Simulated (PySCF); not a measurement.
**Atomic charges against the basis set**

Compound: H8NPSi2.
Numbering: `[NH2:1][SiH2:2][PH:3][SiH3:4]` (hydrogens: H5, H6 on N1; H7, H8 on Si2; H9 on P3; H10, H11, H12 on Si4)

PBE0 throughout (PySCF), one geometry, spherical d and f functions. Isolated species at its PBE0-D3(BJ)/def2-SVP geometry (one conformer only). Atoms taken as equivalent share a column and are averaged. The first 7 of 8 kinds of atom are listed.

Mulliken charges (e):

```json
{"basis": "STO-3G", "functions": "40", "N1": "-0.587", "Si2": "+0.559", "P3": "+0.019", "Si4": "+0.357", "H5/H6": "+0.170", "H7/H8": "-0.122", "H9": "-0.086"}
{"basis": "6-31G", "functions": "64", "N1": "-0.995", "Si2": "+0.685", "P3": "-0.262", "Si4": "+0.332", "H5/H6": "+0.340", "H7/H8": "-0.093", "H9": "-0.012"}
{"basis": "pcSseg-0", "functions": "64", "N1": "-1.043", "Si2": "+0.713", "P3": "-0.540", "Si4": "+0.210", "H5/H6": "+0.332", "H7/H8": "-0.030", "H9": "+0.111"}
{"basis": "6-31G*", "functions": "84", "N1": "-0.912", "Si2": "+0.506", "P3": "-0.294", "Si4": "+0.209", "H5/H6": "+0.357", "H7/H8": "-0.060", "H9": "+0.034"}
{"basis": "cc-pVDZ", "functions": "108", "N1": "-0.305", "Si2": "+0.301", "P3": "-0.225", "Si4": "+0.127", "H5/H6": "+0.117", "H7/H8": "-0.041", "H9": "+0.041"}
{"basis": "def2-SVP", "functions": "108", "N1": "-0.406", "Si2": "+0.425", "P3": "-0.301", "Si4": "+0.230", "H5/H6": "+0.144", "H7/H8": "-0.061", "H9": "+0.033"}
{"basis": "aug-cc-pVDZ", "functions": "176", "N1": "-0.315", "Si2": "+0.074", "P3": "-0.874", "Si4": "-0.754", "H5/H6": "-0.033", "H7/H8": "+0.302", "H9": "+0.469"}
{"basis": "6-311+G(2d,p)", "functions": "180", "N1": "-0.750", "Si2": "+0.494", "P3": "-0.174", "Si4": "+0.144", "H5/H6": "+0.230", "H7/H8": "-0.053", "H9": "+0.067"}
{"basis": "def2-TZVP", "functions": "190", "N1": "-0.631", "Si2": "+0.300", "P3": "-0.253", "Si4": "+0.080", "H5/H6": "+0.246", "H7/H8": "-0.016", "H9": "+0.083"}
{"basis": "cc-pVTZ", "functions": "244", "N1": "-0.350", "Si2": "+0.236", "P3": "-0.207", "Si4": "+0.097", "H5/H6": "+0.149", "H7/H8": "-0.025", "H9": "+0.038"}
{"basis": "IGLO-III", "functions": "247", "N1": "-0.677", "Si2": "+0.813", "P3": "-0.376", "Si4": "+0.628", "H5/H6": "+0.204", "H7/H8": "-0.162", "H9": "-0.021"}
```

IAO charges (e):

```tsv
basis	functions	N1	Si2	P3	Si4	H5/H6	H7/H8	H9
STO-3G	40	-0.693	+0.647	-0.111	+0.430	+0.196	-0.121	-0.049
6-31G	64	-0.798	+0.580	-0.247	+0.253	+0.272	-0.080	+0.018
pcSseg-0	64	-0.766	+0.584	-0.280	+0.226	+0.258	-0.079	+0.038
6-31G*	84	-0.826	+0.708	-0.255	+0.378	+0.267	-0.118	-0.003
cc-pVDZ	108	-0.820	+0.703	-0.260	+0.377	+0.265	-0.118	+0.005
def2-SVP	108	-0.812	+0.716	-0.261	+0.392	+0.261	-0.124	+0.003
aug-cc-pVDZ	176	-0.854	+0.709	-0.263	+0.379	+0.276	-0.116	+0.007
6-311+G(2d,p)	180	-0.866	+0.738	-0.261	+0.405	+0.277	-0.125	+0.001
def2-TZVP	190	-0.864	+0.749	-0.265	+0.413	+0.275	-0.128	+0.001
cc-pVTZ	244	-0.858	+0.736	-0.267	+0.400	+0.275	-0.124	+0.004
IGLO-III	247	-0.869	+0.744	-0.262	+0.409	+0.277	-0.127	+0.002
```

Hirshfeld charges (e):

| basis | functions | N1 | Si2 | P3 | Si4 | H5/H6 | H7/H8 | H9 |
| --- | --- | --- | --- | --- | --- | --- | --- | --- |
| STO-3G | 40 | -0.317 | +0.372 | -0.016 | +0.264 | +0.091 | -0.088 | -0.050 |
| 6-31G | 64 | -0.314 | +0.304 | -0.110 | +0.214 | +0.123 | -0.068 | -0.005 |
| pcSseg-0 | 64 | -0.314 | +0.324 | -0.101 | +0.229 | +0.118 | -0.075 | -0.013 |
| 6-31G* | 84 | -0.301 | +0.290 | -0.110 | +0.223 | +0.126 | -0.072 | 0.000 |
| cc-pVDZ | 108 | -0.301 | +0.304 | -0.087 | +0.233 | +0.122 | -0.079 | -0.008 |
| def2-SVP | 108 | -0.306 | +0.309 | -0.081 | +0.238 | +0.122 | -0.081 | -0.010 |
| aug-cc-pVDZ | 176 | -0.318 | +0.312 | -0.086 | +0.234 | +0.119 | -0.075 | -0.009 |
| 6-311+G(2d,p) | 180 | -0.314 | +0.309 | -0.086 | +0.236 | +0.120 | -0.076 | -0.009 |
| def2-TZVP | 190 | -0.314 | +0.306 | -0.087 | +0.232 | +0.123 | -0.076 | -0.007 |
| cc-pVTZ | 244 | -0.314 | +0.307 | -0.087 | +0.231 | +0.123 | -0.077 | -0.008 |
| IGLO-III | 247 | -0.318 | +0.306 | -0.071 | +0.229 | +0.120 | -0.076 | -0.009 |

Some averages cover members that differ in this geometry, most widely: H7/H8, Mulliken in aug-cc-pVDZ +0.262 to +0.343 e.

Q: Which scheme is steadiest as the basis changes?

A: Largest range over the bases for any column: Hirshfeld 0.09 e, IAO 0.20 e, Mulliken 1.38 e. Hirshfeld charges move least and Mulliken charges most, counted in e. Without the minimal STO-3G basis the ranges are Hirshfeld 0.04, IAO 0.19, Mulliken 1.38 e.

Q: How much do the charges still move between the two largest bases, cc-pVTZ and IGLO-III?

A: At most, over all atoms: Mulliken 0.578 e, IAO 0.011 e, Hirshfeld 0.016 e.

Q: What do the same runs give for the total energy, the frontier levels and the dipole moment?

A: 
| basis | energy (Eh) | HOMO (eV) | LUMO (eV) | μ (D) |
| --- | --- | --- | --- | --- |
| STO-3G | -968.1867 | -3.32 | 6.08 | 0.41 |
| 6-31G | -979.3089 | -6.79 | 0.31 | 1.24 |
| pcSseg-0 | -978.2331 | -6.93 | 0.30 | 1.37 |
| 6-31G* | -979.4207 | -6.88 | 0.39 | 1.15 |
| cc-pVDZ | -979.4814 | -6.86 | 0.38 | 1.07 |
| def2-SVP | -979.1535 | -6.93 | 0.34 | 1.05 |
| aug-cc-pVDZ | -979.4956 | -7.03 | -0.45 | 0.86 |
| 6-311+G(2d,p) | -979.5391 | -7.08 | -0.36 | 0.86 |
| def2-TZVP | -979.5458 | -7.04 | -0.04 | 0.94 |
| cc-pVTZ | -979.5519 | -7.02 | 0.06 | 0.98 |
| IGLO-III | -979.5467 | -7.04 | -0.09 | 0.89 |

The dipole is fixed by the density alone, so its range of 0.96 D shows that the density itself changes with the basis, not only its division among atoms.
